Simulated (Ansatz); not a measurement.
The first iterations of a band of BrH + ClH4NO2Zr (11 atoms, charge 0, multiplicity 1).

Method: RHF/def2-SVP in Ansatz.

```yaml
movable_images: 5
climbing_image: yes
spring: 5.0 eV/Å²
optimiser: quadratic models (default)
start_path: through a guess of the saddle point
force_threshold: 0.05 eV/Å
iteration_limit: 60
end_points: relaxed
```

Initial state:

```xyz
11
Properties=species:S:1:pos:R:3
Zr 0.005 -0.388 -0.021
N 0.522 0.055 1.916
H -0.073 -0.072 2.719
H 1.465 0.186 2.245
O 1.587 -1.020 -0.897
H 2.296 -1.357 -1.414
Cl -0.772 1.618 -1.130
O -1.425 -1.661 0.036
H -2.114 -2.295 -0.046
Br 0.449 3.661 3.157
H 0.362 2.427 2.470
```

Final state:

```xyz
11
Properties=species:S:1:pos:R:3
Zr -0.085 0.493 0.095
N 0.718 -0.030 2.362
H 0.205 -0.821 2.719
H 1.693 -0.279 2.328
O 1.635 -0.254 -0.368
H 2.244 -0.540 -1.027
Cl -0.869 0.973 -2.146
O -1.455 -0.769 0.604
H -2.219 -1.271 0.377
Br -0.177 2.920 1.076
H 0.613 0.730 3.015
```

| iteration | highest image above the first end (eV) | largest band force component (eV/Å) |
| --- | --- | --- |
| 1 | 4.448 | 10.060 |
| 2 | 2.070 | 2.513 |
| 3 | 0.492 | 1.664 |
| 4 | 0.319 | 3.339 |
| 5 | 0.233 | 0.954 |
| 6 | 0.161 | 1.406 |
| 7 | 0.103 | 0.715 |
| 8 | 0.067 | 0.510 |
| 9 | 0.039 | 0.611 |
| 10 | 0.032 | 0.407 |
| 11 | 0.034 | 0.243 |

Does the band converge within its limit, and where does its top end?

It converged. It ended after 35 iterations with the highest image 0.047 eV above the first end. A vibrational analysis at the climbing image gives no mode beyond 40i cm⁻¹: the surface is too flat there to confirm a saddle point. The orbitals stay closed-shell, which can raise the energy where a bond breaks towards radicals; this wasn't checked here.

Time of the run: 6.6 min on 4 threads of Arm Neoverse V1, with other jobs on the host, peak memory 0.49 GiB.
